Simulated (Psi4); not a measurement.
C4H9LiO (SMILES [Li][O]C(C)(C)C), singlet, at a GFN2-xTB geometry (such geometries of metal compounds can be far from the true shape); PBE0/def2-SVP (Psi4).

Psi4 was given this input:
```
memory 2 GB

molecule mol {
0 1
  Li    0.952825    1.839100    1.901016
  O     0.432552    0.834893    0.863001
  C    -0.035026   -0.067605   -0.069881
  C     1.009963   -1.173501   -0.300873
  C    -1.341387   -0.709986    0.429250
  C    -0.307909    0.649476   -1.403933
  H     0.658894   -1.895049   -1.033882
  H     1.208243   -1.683966    0.639096
  H     1.936718   -0.725713   -0.653071
  H    -1.155500   -1.218008    1.373067
  H    -1.725533   -1.425014   -0.293488
  H    -2.084437    0.066966    0.595546
  H     0.611900    1.106872   -1.761945
  H    -1.045512    1.433593   -1.247299
  H    -0.677517   -0.046428   -2.152459
}

set basis def2-svp
set reference rks

energy('pbe0')
print_variables()
```

It wrote (shortened):

```
   => Loading Basis Set <=

    Name: DEF2-SVP
    Role: ORBITAL
    Keyword: BASIS

         ---------------------------------------------------------
                                   SCF
               by Justin Turney, Rob Parrish, Andy Simmonett
                          and Daniel G. A. Smith
                              RKS Reference
         ---------------------------------------------------------

  ==> Geometry <==

    Molecular point group: c1
    Full point group: C1

    Geometry (in Angstrom), charge = 0, multiplicity = 1:

       Center              X                  Y                   Z               Mass
    ------------   -----------------  -----------------  -----------------  -----------------
         LI           0.912605651106     1.761470074286     1.820772578348     7.016003436600
         O            0.392332651106     0.757263074286     0.782757578348    15.994914619570
         C           -0.075245348894    -0.145234925714    -0.150124421652    12.000000000000
         C            0.969743651106    -1.251130925714    -0.381116421652    12.000000000000
         C           -1.381606348894    -0.787615925714     0.349006578348    12.000000000000
         C           -0.348128348894     0.571846074286    -1.484176421652    12.000000000000
         H            0.618674651106    -1.972678925714    -1.114125421652     1.007825032230
         H            1.168023651106    -1.761595925714     0.558852578348     1.007825032230
         H            1.896498651106    -0.803342925714    -0.733314421652     1.007825032230
         H           -1.195719348894    -1.295637925714     1.292823578348     1.007825032230
         H           -1.765752348894    -1.502643925714    -0.373731421652     1.007825032230
         H           -2.124656348894    -0.010663925714     0.515302578348     1.007825032230
         H            0.571680651106     1.029242074286    -1.842188421652     1.007825032230
         H           -1.085731348894     1.355963074286    -1.327542421652     1.007825032230
         H           -0.717736348894    -0.124057925714    -2.232702421652     1.007825032230

  Running in c1 symmetry.

  Rotational constants: A =      0.15344  B =      0.10604  C =      0.10604 [cm^-1]
  Rotational constants: A =   4600.08881  B =   3178.86319  C =   3178.86305 [MHz]
  Nuclear repulsion =  212.293507223666353

  Charge       = 0
  Multiplicity = 1
  Electrons    = 44
  Nalpha       = 22
  Nbeta        = 22

  ==> Algorithm <==

  SCF Algorithm Type is DF.
  DIIS enabled.
  MOM disabled.
  Fractional occupation disabled.
  Guess Type is SAD.
  Energy threshold   = 1.00e-06
  Density threshold  = 1.00e-06
  Integral threshold = 1.00e-12

  ==> Primary Basis <==

  Basis Set: DEF2-SVP
    Blend: DEF2-SVP
    Number of shells: 62
    Number of basis functions: 124
    Number of Cartesian functions: 129
    Spherical Harmonics?: true
    Max angular momentum: 2

  ==> DFT Potential <==

   => LibXC <=

    Version 7.1.2
    S. Lehtola, C. Steigemann, M. J. T. Oliveira, and M. A. L. Marques,  SoftwareX 7, 1–5 (2018) (10.1016/j.softx.2017.11.002)

   => Composite Functional: PBE0 <=

    PBE0 Hyb-GGA Exchange-Correlation Functional

    C. Adamo and V. Barone,  J. Chem. Phys. 110, 6158 (1999) (10.1063/1.478522)
    M. Ernzerhof and G. E. Scuseria,  J. Chem. Phys. 110, 5029 (1999) (10.1063/1.478401)

    Deriv               =              1
    GGA                 =           TRUE
    Meta                =          FALSE

    Exchange Hybrid     =           TRUE
    MP2 Hybrid          =          FALSE

   => Exchange Functionals <=

    0.7500   Perdew, Burke & Ernzerhof

   => Exact (HF) Exchange <=

    0.2500               HF

   => Correlation Functionals <=

    1.0000   Perdew, Burke & Ernzerhof

   => LibXC Density Thresholds  <==

    XC_HYB_GGA_XC_PBEH:  1.00E-15

   => Molecular Quadrature <=

    Radial Scheme          =       TREUTLER
    Pruning Scheme         =           NONE
    Nuclear Scheme         =       TREUTLER

    Blocking Scheme        =         OCTREE
    BS radius alpha        =              1
    Pruning alpha          =              1
    Radial Points          =             75
    Spherical Points       =            302
    Total Points           =         318185
    Total Blocks           =           2398
    Max Points             =            256
    Max Functions          =            123
    Weights Tolerance      =       1.00E-15

   => Loading Basis Set <=

    Name: (DEF2-SVP AUX)
    Role: JKFIT
    Keyword: DF_BASIS_SCF

  ==> Integral Setup <==

  SCF_SUBTYPE=INCORE selected. In-core MEM_DF algorithm will be used.
  Using in-core AOs.

  ==> MemDFJK: Density-Fitted J/K Matrices <==

    J tasked:                   Yes
    K tasked:                   Yes
    wK tasked:                   No
    Algorithm:                 Core
    Schwarz Cutoff:           1E-12
    Mask sparsity (%):       0.2732
    Fitting Condition:        1E-10

   => Auxiliary Basis Set <=

  Basis Set: (DEF2-SVP AUX)
    Blend: DEF2-UNIVERSAL-JKFIT
    Number of shells: 196
    Number of basis functions: 590
    Number of Cartesian functions: 689
    Spherical Harmonics?: true
    Max angular momentum: 4

  Minimum eigenvalue in the overlap matrix is 1.7390364199E-03.
  Reciprocal condition number of the overlap matrix is 2.4969083968E-04.
    Using symmetric orthogonalization.

  ==> Pre-Iterations <==

  SCF Guess: Superposition of Atomic Densities via on-the-fly atomic UHF (no occupation information).

   -------------------------
    Irrep   Nso     Nmo
   -------------------------
     A        124     124
   -------------------------
    Total     124     124
   -------------------------

  ==> Iterations <==

                           Total Energy        Delta E     RMS |[F,P]|

   @DF-RKS iter SAD:  -239.39115702501243   -2.39391e+02   0.00000e+00
   @DF-RKS iter   1:  -239.58127940393396   -1.90122e-01   8.52115e-03 ADIIS/DIIS
   @DF-RKS iter   2:  -236.58145422032266    2.99983e+00   1.80949e-02 ADIIS/DIIS
   @DF-RKS iter   3:  -240.01835884311396   -3.43690e+00   4.44754e-03 ADIIS/DIIS
   @DF-RKS iter   4:  -240.14776782636170   -1.29409e-01   8.96602e-04 ADIIS/DIIS
   @DF-RKS iter   5:  -240.15537111943138   -7.60329e-03   3.40262e-04 ADIIS/DIIS
   @DF-RKS iter   6:  -240.15608309618494   -7.11977e-04   1.17314e-04 ADIIS/DIIS
   @DF-RKS iter   7:  -240.15616977633570   -8.66802e-05   1.95558e-05 DIIS
   @DF-RKS iter   8:  -240.15617238393381   -2.60760e-06   6.52930e-06 DIIS
   @DF-RKS iter   9:  -240.15617262464539   -2.40712e-07   2.09250e-06 DIIS
   @DF-RKS iter  10:  -240.15617265328763   -2.86422e-08   3.81459e-07 DIIS
  Energy and wave function converged.

  ==> Post-Iterations <==

   Electrons on quadrature grid:
      Ntotal   =   44.0000023605 ; deviation = 2.361e-06

    Orbital Energies [Eh]
    ---------------------

    Doubly Occupied:

[...]
      22A     -0.212982

    Virtual:

[...]
    Final Occupation by Irrep:
              A
    DOCC [    22 ]
    NA   [    22 ]
    NB   [    22 ]

  @DF-RKS Final Energy:  -240.15617265328763

   => Energetics <=

    Nuclear Repulsion Energy =            212.2935072236663530
    One-Electron Energy =                -747.4025557496368037
    Two-Electron Energy =                 321.7800614745419239
    DFT Exchange-Correlation Energy =     -26.8271856018590675
    Empirical Dispersion Energy =           0.0000000000000000
    VV10 Nonlocal Energy =                  0.0000000000000000
    Total Energy =                       -240.1561726532876264

Computation Completed

Properties will be evaluated at   0.000000,   0.000000,   0.000000 [a0]

Properties computed using the SCF density matrix

 Multipole Moments:

 ------------------------------------------------------------------------------------
     Multipole            Electronic (a.u.)      Nuclear  (a.u.)        Total (a.u.)
 ------------------------------------------------------------------------------------

 L = 1.  Multiply by 2.5417464519 to convert [e a0] to [Debye]
 Dipole X            :          4.0034921           -3.3441696            0.6593225
 Dipole Y            :          7.7274149           -6.4547673            1.2726477
 Dipole Z            :          7.9875276           -6.6720779            1.3154497
 Magnitude           :                                                    1.9454424

 ------------------------------------------------------------------------------------

  Variable Map:
  ----------------------------------------------------------------------------
[...]
  Array Variable Map:
  ----------------------------------------------------------------------------
[...]
[...]
```
